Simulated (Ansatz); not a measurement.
Gas-phase electronic energies from Ansatz, PBE0-D4/def2-TZVP geometries. CCSD(T)/CBS is the MP2 limit (def2-TZVPP, def2-QZVPP) plus CCSD(T) − MP2 in def2-TZVPP, frozen cores. Functionals use def2-TZVPP. B3LYP here is the variant with VWN-RPA as its local correlation; programs differ in this. Each species was taken in one conformer, which may not be the lowest.

`O[SiH](F)NBS` + `FCC[SiH3]` → `FCCBS` + `O[SiH](F)N[SiH3]`  (redistribution)

| level | ΔE (kJ/mol) | difference from CCSD(T)/CBS |
| --- | --- | --- |
| PBE-D4 | 50.1 | 7.6 |
| r2SCAN-D4 | 46.5 | 4.0 |
| PBE0-D4 | 48.1 | 5.6 |
| B3LYP-D4 | 46.0 | 3.5 |
| B2PLYP | 44.6 | 2.1 |
| PBE | 50.1 | 7.6 |
| PBE0 | 48.1 | 5.6 |
| B3LYP | 45.9 | 3.4 |
| HF/def2-TZVPP | 39.4 | -3.1 |
| MP2/def2-TZVPP | 43.7 | 1.2 |
| SCS-MP2/def2-TZVPP | 42.4 | -0.1 |
| CCSD/def2-TZVPP | 43.0 | 0.5 |
| MP2/def2-QZVPP | 42.5 | 0.0 |
| SCS-MP2/def2-QZVPP | 41.3 | -1.2 |
| HF/CBS(def2) | 38.5 | -4.0 |
| CCSD/CBS(def2) | 41.4 | -1.1 |
| CCSD(T)/CBS | 42.5 | 0 |

Largest T1 diagnostic among the species: 0.013.

In def2-TZVPP, CCSD(T) changes the Hartree–Fock value by +4.8 kJ/mol (the triples alone add +1.1 kJ/mol) and MP2 by +4.3 kJ/mol.
